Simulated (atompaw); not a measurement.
## Scattering properties, PAW (atompaw) potential for K (Z = 19)

K, PAW, made with atompaw 4.2.0.5 (PBE, scalar-relativistic). Core [Ne], reference 3s2 3p6 4s0.5 4p0.5. Waves: 3s (bound): rc 1.50 bohr; 4s (bound): rc 2.25 bohr; 3p (bound): rc 2.25 bohr; 4p (bound): rc 2.25 bohr; 3d channel at 0.05 Ry: rc 2.10 bohr; 3d channel at 0.5 Ry: rc 2.10 bohr. Local part: vpsmatchnc scheme with l = 3 at 0.5 Ry, radius 1.50 bohr. Core correction: smooth core density matched at 1.95 bohr. Augmentation charge: sinc compensation charge, radius 1.65 bohr; PAW radius 2.25 bohr; waves and projectors: custom polynom gramschmidtortho.

The phase is arctan(r·u′/u) with u = r·R(r), unwrapped; energies in Ry, scanned from -5 to 5 Ry. A pole is an energy at which the radial function vanishes at the test radius. The pseudo phase is shifted by a multiple of π to meet the all-electron one at the reference energy, and phase errors are pseudo minus all-electron; the curves can meet again beyond the range given. Levels narrower than the energy grid can be missing from the lists of poles.

```
channel  radius (bohr)  reference energy (Ry)  poles, all-electron  poles, pseudo  unbroken range about the reference energy with phases within 0.05 rad  phase error 1 Ry above the reference energy (rad)
      s           2.27                  -0.20                -2.32    -2.33, 3.48                                                              below 1.3                                             -0.007
      p           2.27                  -0.08                -0.92          -0.92                                                        the whole range                                             -0.000
      d           2.27                   0.05                 1.20           1.20                                                        the whole range                                             +0.000
```

Phases in the s channel:

```tsv
E (Ry)	all-electron	pseudo
-5.00	1.325	1.325
-4.52	1.298	1.297
-4.04	1.254	1.253
-3.56	1.161	1.159
-3.08	0.746	0.744
-2.60	-1.342	-1.342
-2.12	-1.644	-1.645
-1.64	-1.738	-1.739
-1.16	-1.800	-1.801
-0.68	-1.860	-1.860
-0.20	-1.932	-1.932
0.28	-2.034	-2.035
0.76	-2.205	-2.211
1.24	-2.539	-2.577
1.72	-3.190	-3.334
2.20	-3.865	-4.047
2.68	-4.221	-4.392
3.16	-4.399	-4.591
3.64	-4.501	-4.790
4.12	-4.567	-5.396
4.60	-4.615	-7.245
```
